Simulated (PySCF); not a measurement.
PySCF input for C4H7BF2, SMILES CB(F)/C=C(/C)F, B3LYP-D3(BJ)/def2-SVP. Geometry optimised at B3LYP-D3(BJ)/def2-SVP. The structure was generated by enumeration; whether it is a known compound was not checked. Other conformers were not sampled.

```python
import numpy as np
from pyscf import gto, scf, dft, df
from pyscf.hessian import thermo

mol = gto.M(
    atom='''
    C     2.60936366   -0.84332652    0.65522972
    B     1.32307858   -0.10815650    0.12954939
    F     1.51187541    1.01632638   -0.57468578
    C    -0.11842911   -0.61678266    0.38411005
    C    -1.26295539   -0.04278319   -0.03127256
    C    -2.66273838   -0.50377614    0.19580377
    F    -1.23749185    1.09058245   -0.74598636
    H     3.20395959   -0.15661277    1.28426336
    H     2.40377156   -1.75586910    1.23361482
    H     3.26202856   -1.10934216   -0.19591003
    H    -0.25582585   -1.53715715    0.95954560
    H    -2.69003123   -1.43206532    0.77984967
    H    -3.23408466    0.27681348    0.72551666
    H    -3.16610758   -0.66715276   -0.77180361
    ''',
    basis='def2-SVP',
    charge=0,
    spin=0,
    max_memory=1600,
    verbose=3,
)
mf = dft.RKS(mol, xc='b3lyp').density_fit(auxbasis='def2-universal-jkfit')
mf.disp = 'd3bj'
mf.grids.level = 3
mf.conv_tol = 1e-11
mf.max_cycle = 100
mf.kernel()

# [left out here: the lines that compute and print the analytic Hessian (its translational invariance restored by hand, since the grid's response is missing), thermochemistry and intensities]
```

Log of the run:

```
converged SCF energy = -380.973813635709

WARN: DFTD3 does not support analytical Hessian, using finite difference


WARN: Mole.unit (angstrom) is changed to Bohr

Mode                                 0                   1                   2
Irrep
Freq [cm^-1]                       24.6070             56.2101            129.7731
Reduced mass [au]                   1.0894              3.8593              2.9662
Force const [Dyne/A]                0.0004              0.0072              0.0294
Char temp [K]                      35.4039             80.8738            186.7146
Normal mode                   x     y     z       x     y     z       x     y     z
       0   C                 0.00 -0.02 -0.03   -0.00  0.06  0.09   -0.00  0.03  0.05
       1   B                -0.00  0.02  0.03    0.00 -0.01 -0.02    0.00 -0.02 -0.03
       2   F                -0.00  0.02  0.04    0.00 -0.06 -0.09   -0.00  0.04  0.06
       3   C                -0.00  0.01  0.02    0.00 -0.04 -0.06    0.01 -0.08 -0.13
       4   C                 0.00 -0.00 -0.00    0.00 -0.00 -0.01    0.00 -0.03 -0.05
       5   C                 0.00 -0.01 -0.02    0.00 -0.02 -0.04   -0.00  0.07  0.11
       6   F                 0.00 -0.01 -0.02   -0.01  0.07  0.11    0.00 -0.03 -0.05
       7   H                 0.36  0.08 -0.48    0.02  0.16 -0.04   -0.01  0.07  0.00
       8   H                -0.02  0.22  0.35   -0.01  0.16  0.25   -0.01  0.06  0.10
       9   H                -0.33 -0.49 -0.14   -0.03 -0.10  0.13    0.01 -0.03  0.07
      10   H                -0.00  0.01  0.02    0.01 -0.08 -0.13    0.01 -0.09 -0.15
      11   H                 0.00 -0.00 -0.01    0.01 -0.09 -0.14   -0.00  0.01  0.02
      12   H                -0.01 -0.01 -0.03    0.01 -0.08  0.06    0.16  0.06  0.29
      13   H                 0.01 -0.02 -0.02   -0.01  0.08 -0.05   -0.18  0.22  0.17
Mode                                 3                   4                   5
Irrep
Freq [cm^-1]                      140.8875            189.6655            294.1592
Reduced mass [au]                   5.7817              1.1573              3.3207
Force const [Dyne/A]                0.0676              0.0245              0.1693
Char temp [K]                     202.7058            272.8864            423.2296
Normal mode                   x     y     z       x     y     z       x     y     z
       0   C                -0.04 -0.06  0.04   -0.00  0.01  0.02   -0.13 -0.06  0.03
       1   B                 0.03  0.03 -0.02    0.00 -0.02 -0.03   -0.02  0.06 -0.04
       2   F                 0.13  0.02 -0.01   -0.00  0.01  0.02   -0.06  0.07 -0.05
       3   C                 0.01  0.07 -0.04    0.00 -0.05 -0.07    0.03 -0.00  0.00
       4   C                -0.02  0.02 -0.01    0.00 -0.00 -0.01    0.04 -0.01  0.01
       5   C                 0.01 -0.07  0.04   -0.00  0.01  0.02    0.06 -0.03  0.02
       6   F                -0.12  0.02 -0.02   -0.00  0.02  0.03    0.09 -0.01  0.01
       7   H                -0.02 -0.11  0.07   -0.02  0.04 -0.00   -0.08 -0.17  0.11
       8   H                -0.14 -0.05  0.02   -0.00  0.03  0.04   -0.35 -0.03 -0.00
       9   H                -0.02 -0.11  0.07    0.01 -0.02  0.04   -0.08 -0.17  0.10
      10   H                 0.03  0.07 -0.04    0.00 -0.06 -0.10    0.08 -0.00  0.01
      11   H                 0.10 -0.07  0.05   -0.02  0.29  0.46    0.11 -0.03  0.03
      12   H                -0.02 -0.11  0.07   -0.12  0.24 -0.44    0.04 -0.06  0.04
      13   H                -0.02 -0.11  0.07    0.14 -0.50  0.03    0.04 -0.06  0.04
Mode                                 6                   7                   8
Irrep
Freq [cm^-1]                      338.0275            427.8194            468.9307
Reduced mass [au]                   5.0359              3.2773              2.2398
Force const [Dyne/A]                0.3390              0.3534              0.2902
Char temp [K]                     486.3463            615.5369            674.6868
Normal mode                   x     y     z       x     y     z       x     y     z
       0   C                 0.04 -0.03  0.02    0.06 -0.06  0.04    0.00 -0.01 -0.02
       1   B                 0.01 -0.06  0.04    0.08  0.01 -0.00    0.01 -0.10 -0.16
       2   F                -0.11 -0.05  0.03   -0.07  0.03 -0.02   -0.00  0.03  0.04
       3   C                 0.00  0.03 -0.02    0.08  0.00  0.00   -0.00  0.01  0.02
       4   C                 0.04  0.08 -0.05    0.04 -0.03  0.02   -0.00  0.06  0.10
       5   C                 0.10 -0.05  0.03    0.01  0.08 -0.05   -0.00 -0.01 -0.01
       6   F                -0.03  0.08 -0.05   -0.10 -0.03  0.01    0.00 -0.01 -0.02
       7   H                 0.03 -0.02  0.01    0.10 -0.15  0.11   -0.26  0.24 -0.04
       8   H                 0.06 -0.03  0.02   -0.10 -0.04  0.02   -0.01  0.13  0.20
       9   H                 0.03 -0.02  0.01    0.10 -0.16  0.10    0.25 -0.13  0.22
[...]
       6   F                 0.00  0.01 -0.00    0.00  0.00 -0.00   -0.00  0.00  0.00
       7   H                 0.32  0.04 -0.36    0.02  0.38 -0.37    0.00 -0.02  0.02
       8   H                -0.44  0.10  0.07   -0.06 -0.37 -0.60   -0.00  0.02  0.04
       9   H                 0.28  0.51  0.05    0.10 -0.32  0.22   -0.00  0.02 -0.01
      10   H                 0.02  0.02 -0.01    0.00  0.00 -0.00   -0.00  0.01  0.01
      11   H                -0.16  0.01 -0.02   -0.03  0.02  0.03   -0.03  0.37  0.59
      12   H                 0.05 -0.08  0.17   -0.00 -0.04  0.05   -0.18 -0.35  0.27
      13   H                 0.05 -0.19  0.00    0.02 -0.01 -0.01    0.18  0.41 -0.19
Mode                                27                  28                  29
Irrep
Freq [cm^-1]                     1451.6473           1714.8685           3018.9499
Reduced mass [au]                   1.1388              8.5546              1.0405
Force const [Dyne/A]                1.4139             14.8222              5.5873
Char temp [K]                    2088.5972           2467.3140           4343.5967
Normal mode                   x     y     z       x     y     z       x     y     z
       0   C                 0.01 -0.01  0.01   -0.00  0.00 -0.00    0.05 -0.01  0.01
       1   B                -0.05 -0.02  0.01    0.03 -0.01  0.01   -0.00  0.00 -0.00
       2   F                 0.00  0.01 -0.00   -0.00  0.00 -0.00    0.00 -0.00  0.00
       3   C                 0.05  0.01 -0.00   -0.17  0.05 -0.04    0.00  0.00 -0.00
       4   C                -0.01 -0.05  0.03    0.19 -0.07  0.06    0.00  0.00 -0.00
       5   C                 0.01 -0.03  0.02   -0.04 -0.00 -0.00    0.00 -0.00  0.00
       6   F                 0.00  0.01 -0.01   -0.01  0.01 -0.01    0.00 -0.00  0.00
       7   H                 0.08  0.03 -0.11    0.00 -0.01  0.00   -0.32 -0.39 -0.35
       8   H                -0.14  0.01 -0.01    0.00  0.00 -0.00    0.09  0.35 -0.22
       9   H                 0.08  0.12  0.02    0.00 -0.01  0.01   -0.36  0.15  0.49
      10   H                -0.15  0.03 -0.02    0.13  0.04 -0.02   -0.00 -0.00  0.00
      11   H                 0.40 -0.02  0.03    0.10 -0.01  0.01   -0.00 -0.00  0.00
      12   H                -0.27  0.11 -0.47   -0.06  0.00 -0.03   -0.00  0.00  0.00
      13   H                -0.30  0.46  0.09   -0.06  0.03  0.01   -0.00 -0.00 -0.00
Mode                                30                  31                  32
Irrep
Freq [cm^-1]                     3032.7921           3083.5103           3100.1053
Reduced mass [au]                   1.0388              1.0968              1.1014
Force const [Dyne/A]                5.6296              6.1444              6.2365
Char temp [K]                    4363.5126           4436.4849           4460.3613
Normal mode                   x     y     z       x     y     z       x     y     z
       0   C                -0.00 -0.00  0.00    0.00 -0.05 -0.07    0.00 -0.00 -0.00
       1   B                 0.00  0.00 -0.00    0.00 -0.00 -0.00    0.00 -0.00 -0.00
       2   F                -0.00 -0.00  0.00   -0.00  0.00  0.00   -0.00  0.00  0.00
       3   C                 0.00  0.00 -0.00   -0.00 -0.00 -0.00    0.00 -0.00 -0.00
       4   C                 0.00  0.00 -0.00   -0.00  0.00  0.00    0.00 -0.00 -0.00
       5   C                -0.05  0.00 -0.00   -0.00  0.00  0.00    0.00 -0.05 -0.07
       6   F                 0.00 -0.00  0.00   -0.00  0.00 -0.00   -0.00  0.00  0.00
       7   H                -0.00 -0.00 -0.00    0.37  0.42  0.38    0.00  0.00  0.00
       8   H                 0.00  0.00 -0.00   -0.00 -0.02 -0.01   -0.00 -0.00 -0.00
       9   H                -0.00  0.00  0.00   -0.41  0.16  0.51   -0.00  0.00  0.00
      10   H                -0.00 -0.01  0.01    0.00  0.00 -0.00   -0.00  0.00  0.00
      11   H                 0.00  0.33 -0.21   -0.00 -0.00  0.00    0.00 -0.01 -0.01
      12   H                 0.32 -0.45 -0.31    0.00 -0.00 -0.00   -0.35  0.48  0.31
      13   H                 0.28  0.10  0.56   -0.00 -0.00 -0.00    0.31  0.09  0.59
Mode                                33                  34                  35
Irrep
Freq [cm^-1]                     3127.2103           3159.8358           3173.3776
Reduced mass [au]                   1.1015              1.1028              1.0904
Force const [Dyne/A]                6.3468              6.4874              6.4695
Char temp [K]                    4499.3594           4546.3002           4565.7839
Normal mode                   x     y     z       x     y     z       x     y     z
       0   C                -0.04 -0.07  0.04   -0.00 -0.00  0.00   -0.00 -0.00  0.00
       1   B                -0.00 -0.00  0.00    0.00 -0.00  0.00    0.00  0.00  0.00
       2   F                 0.00  0.00 -0.00    0.00  0.00 -0.00    0.00  0.00 -0.00
       3   C                 0.00  0.00 -0.00   -0.00 -0.02  0.01   -0.01 -0.07  0.04
       4   C                 0.00 -0.00  0.00   -0.00  0.00 -0.00   -0.00  0.00 -0.00
       5   C                 0.00 -0.00  0.00   -0.02  0.07 -0.05    0.00 -0.02  0.01
       6   F                 0.00  0.00 -0.00   -0.00 -0.00  0.00   -0.00  0.00 -0.00
       7   H                 0.15  0.17  0.18    0.00  0.00  0.00    0.00  0.01  0.00
       8   H                 0.16  0.71 -0.45    0.00  0.01 -0.01    0.01  0.03 -0.02
       9   H                 0.16 -0.08 -0.21    0.00 -0.00 -0.00    0.00 -0.00 -0.01
      10   H                -0.00 -0.03  0.02    0.03  0.22 -0.14    0.11  0.77 -0.48
      11   H                 0.00  0.00 -0.00   -0.02 -0.71  0.45    0.01  0.21 -0.13
      12   H                -0.00  0.00  0.00    0.13 -0.17 -0.13   -0.03  0.04  0.03
      13   H                -0.00 -0.00 -0.00    0.11  0.05  0.22   -0.03 -0.01 -0.06
temperature 298.1500 [K]
pressure 101325.00 [Pa]
Rotational constants [GHz] 5.31048 1.49587 1.18432
Symmetry number 1
Zero-point energy (ZPE) 0.10602 [Eh]   278346.768 [J/mol]
                           tot       elec      trans        rot        vib
Entropy [J/mol/K]       389.245      0.000    166.658    116.844    105.743
Cv [J/mol/K]            119.693      0.000     12.472     12.472     94.749
Cp [J/mol/K]            128.007      0.000     20.786     12.472     94.749
Internal energy [J/mol]                      3718.434   3718.434 293541.693
Internal energy [Eh]   -380.85918  -380.97381
Enthalpy [J/mol]                             6197.391   3718.434 293541.693
Enthalpy [Eh]          -380.85823
Gibbs free energy [J/mol]                  -43491.705 -31118.462 262014.295
Gibbs free energy [Eh] -380.90244
mode   freq/cm-1   IR/(km/mol)
   1       24.61         1.154
   2       56.21         0.029
   3      129.77         0.849
   4      140.89         0.331
   5      189.67         0.501
   6      294.16         0.190
   7      338.03         4.990
   8      427.82         9.788
   9      468.93         2.543
  10      571.47         1.766
  11      581.98         1.298
  12      810.01         2.017
  13      832.96         1.463
  14      858.76         2.926
  15      906.55        42.948
  16      913.22        50.383
  17     1012.91        17.262
  18     1053.32         6.736
  19     1104.37        42.968
  20     1207.52       127.837
  21     1298.82       113.825
  22     1359.40        42.295
  23     1368.84       164.330
  24     1408.52       147.743
  25     1436.86        10.493
  26     1437.35         1.954
  27     1440.72         8.363
  28     1451.65        40.610
  29     1714.87       470.767
  30     3018.95         0.544
  31     3032.79         6.810
  32     3083.51         7.194
  33     3100.11         4.603
  34     3127.21        15.458
  35     3159.84         2.924
  36     3173.38         5.466
max |gradient| / (hartree/bohr): 0.00019268241341760284
APT charges: [-0.3225  1.2243 -0.5849 -0.7209  0.8713 -0.0652 -0.5198  0.0189  0.0051
  0.0191  0.0318  0.021   0.0108  0.0109]
```

The run converged.

Cost: roughly 4 core-minutes.
